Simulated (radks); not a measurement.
Ta II, configuration [Xe] 4f14 5d(3/2: 2, 5/2: 0) 6s1 6p(1/2: 1, 3/2: 0) (not the ground configuration). All-electron calculation, Dirac Kohn-Sham, relativistic LDA (MacDonald-Vosko exchange, VWN5 correlation), spin-unpolarised, spherical densities, finite nucleus; Fermi nuclear charge, rms radius 5.3507 fm. Program: a radial shooting solver on a logarithmic mesh with Libxc functionals.

Unscreened Slater integrals over Kohn-Sham orbitals (eV). Large and small components are both included. Empty in this configuration: 5d5/2.

integral,value
"F0(6p1/2,6p1/2)",6.7739
"F0(6p1/2,6s1/2)",7.3891
"G1(6p1/2,6s1/2)",4.7861
"F0(6p1/2,5d3/2)",8.1467
"G1(6p1/2,5d3/2)",1.9013
"F0(6p1/2,4f7/2)",8.9565
"G4(6p1/2,4f7/2)",0.22469
"F0(6p1/2,5d5/2)",8.1010
"G3(6p1/2,5d5/2)",1.5029
"F0(6s1/2,6s1/2)",8.2840
"F0(6s1/2,5d3/2)",9.5518
"G2(6s1/2,5d3/2)",2.7501
"F0(6s1/2,4f7/2)",10.852
"G3(6s1/2,4f7/2)",0.35231
"F0(6s1/2,5d5/2)",9.4756
"G2(6s1/2,5d5/2)",2.9044
"F0(5d3/2,5d3/2)",12.641
"F2(5d3/2,5d3/2)",6.4437
"F0(5d3/2,4f7/2)",16.501
"F2(5d3/2,4f7/2)",3.7552
"G3(5d3/2,4f7/2)",1.3088
"G5(5d3/2,4f7/2)",1.0045
"F0(5d3/2,5d5/2)",12.434
"F2(5d3/2,5d5/2)",6.3305
"G2(5d3/2,5d5/2)",6.3250
"G4(5d3/2,5d5/2)",4.1269
"F0(4f7/2,4f7/2)",39.222
"F2(4f7/2,4f7/2)",18.750
"F4(4f7/2,4f7/2)",11.786
"F6(4f7/2,4f7/2)",8.4852
"F0(4f7/2,5d5/2)",16.024
"F2(4f7/2,5d5/2)",3.5247
"F4(4f7/2,5d5/2)",1.6386
"G1(4f7/2,5d5/2)",1.4264
"G3(4f7/2,5d5/2)",1.1986
"G5(4f7/2,5d5/2)",0.92254
"F0(5d5/2,5d5/2)",12.237
"F2(5d5/2,5d5/2)",6.2314
"F4(5d5/2,5d5/2)",4.0637
